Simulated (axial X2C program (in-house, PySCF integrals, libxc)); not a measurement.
## Which functional? An output for GaN⁺

An SCF output computed with an axial X2C code built on PySCF integrals for GaN⁺ at 2.565 Å, two-component, state Ω = 3/2, Ga dyall-cv3z [9s9p7d4f1g], N dyall-av3z [7s7p3d2f] (cores contracted in-house), without its first line:

```
basis functions 165  fitting functions 915  grid points 5082
iter        total energy     max residual
   1      -1995.828533377     1.60e-01
   2      -1995.851842373     1.10e-02
   3      -1995.852866451     8.95e-03
   4      -1995.853406227     1.16e-03
   5      -1995.853469119     6.18e-04
   6      -1995.853481646     2.90e-04
   7      -1995.853483966     1.38e-04
   8      -1995.853484450     5.44e-05
   9      -1995.853484537     1.26e-05
  10      -1995.853484548     5.78e-06
  11      -1995.853484552     4.35e-06
  12      -1995.853484556     2.26e-06
  13      -1995.853484557     8.82e-07
converged
one-electron -2860.73668868  Coulomb 901.69543386  exact exchange -80.93384624  xc functional 0.00000000  nuclear repulsion 44.76859835  atomic mean-field constant -0.64698184
```

Task: Which level of theory produced it?
A. HF
B. PBE0
C. B3LYP

Result: A. The exact-exchange term against the functional term shows a share of 1 of exact exchange.
